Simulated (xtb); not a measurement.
AlCl, SMILES [Al][Cl] (connectivity only; charge and spin as stated), neutral, multiplicity 1. All values are semi-empirical tight-binding results from xtb (GFN2-xTB unless named), good for trends rather than for accurate numbers. Geometry optimised at GFN2-xTB.

For metal compounds this method's bond lengths and energies can be far off.

| Property | Result |
|---|---|
| point group as xtb finds it | C∞v |
| orbital gap | 2.70 eV |
